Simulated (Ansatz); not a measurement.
Start from `C[SiH](O)Cl` and change one atom or group to get `CO[SiH](C)Cl`.

Ansatz, PBE0-D4/def2-TZVP geometries, multiplicity 1. Each molecule was computed in one conformer, which needn't be the lowest.

```
                                                                                  property  `C[SiH](O)Cl`
                                                       HOMO–LUMO gap (PBE/def2-TZVPP) / eV           6.95
                                                   HOMO–LUMO gap (ωB97M-V/def2-TZVPP) / eV          12.98
                                                     LUMO energy (ωB97M-V/def2-TZVPP) / eV           2.12
                                                      HOMO–LUMO gap (PBE0/def2-TZVPP) / eV           9.22
                                                     HOMO–LUMO gap (B3LYP/def2-TZVPP) / eV           8.66
ideal-gas entropy at 298 K and 1 bar (rigid rotor, harmonic PBE0-D4/def2-TZVP) / J/(mol·K)            327
```

Question: What does the change do to each property? (Estimate.)

Answer: The calculation gave: 
```
                                                                                  property  `CO[SiH](C)Cl`  shift
                                                       HOMO–LUMO gap (PBE/def2-TZVPP) / eV            7.07   0.12
                                                   HOMO–LUMO gap (ωB97M-V/def2-TZVPP) / eV           13.16   0.18
                                                     LUMO energy (ωB97M-V/def2-TZVPP) / eV            2.48   0.36
                                                      HOMO–LUMO gap (PBE0/def2-TZVPP) / eV            9.43   0.21
                                                     HOMO–LUMO gap (B3LYP/def2-TZVPP) / eV            8.88   0.22
ideal-gas entropy at 298 K and 1 bar (rigid rotor, harmonic PBE0-D4/def2-TZVP) / J/(mol·K)             366     39
```

With PBE0 the HOMO rises by 0.25 eV and the LUMO rises by 0.45 eV, so the gap widens by about 0.20 eV. PBE moves the HOMO by 0.35 eV and ωB97M-V by 0.18 eV. The zero-point energy changes by 75.3 kJ/mol with +9 modes.

B3LYP here is the variant with VWN-RPA as its local correlation; programs differ in this.
